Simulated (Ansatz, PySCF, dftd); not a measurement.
System: BPH3, charge 0, doublet. BPH3 (SMILES B[PH], doublet).
B3LYP-D3(BJ)/def2-TZVP minimum from Ansatz (an electronic-structure program):
```xyz
5

B      0.0943    -0.3580    -1.2104
H     -0.6078     0.0790    -2.0676
H      0.8731    -1.2208    -1.4761
P     -0.1324     0.1823     0.5783
H      1.2493     0.1979     0.9212
```
Charge 0, spin multiplicity 2.

Wanted: enthalpy of formation at 298 K (by atomisation, with ideal-gas terms from PySCF's Hessian at B3LYP-D3(BJ)/def2-TZVP and the atoms' measured values of the G2/97 table; no spin-orbit terms), in kcal/mol. Open shells are spin-unrestricted; no spin-orbit coupling. Correlated methods leave the cores frozen. Rows without X2C or -DK are non-relativistic. CBS(X,Y): correlation extrapolated as X^-3, Hartree-Fock from the larger set. A bracket is a step between two methods taken in the basis named. The functionals are non-relativistic, so their misses hold any scalar relativity. 'core' is core correlation in cc-pwCVTZ (1s frozen past Ne), 'X2C' scalar relativity in cc-pVTZ-DK, both at CCSD(T). Where a partner has so few electrons that a lower coupled-cluster level is exact, that level stands in.

| level | program | enthalpy of formation at 298 K (kcal/mol) | difference against the last row |
|---|---|---|---|
| PBE0-D4/def2-TZVPD | Ansatz + dftd4 | 50.3 | -3.4 |
| r2SCANh-D4/def2-TZVPD | Ansatz + dftd4 | 49.2 | -4.5 |
| CAM-B3LYP/def2-TZVPD | Ansatz | 47.7 | -6.0 |
| wB97X-V/def2-TZVPD | Ansatz | 46.7 | -7.0 |
| CCSDT(Q)/cc-pV(D+d)Z | Ansatz | 82.7 | 29.0 |
| CCSDT(Q)/cc-pV(T+d)Z | Ansatz | 64.1 | 10.4 |
| CCSD(T)/CBS(cc-pV(T+d)Z,cc-pV(Q+d)Z) + [CCSDT(Q) - CCSD(T)]/cc-pV(T+d)Z + core + X2C | Ansatz | 53.7 | 0.0 |
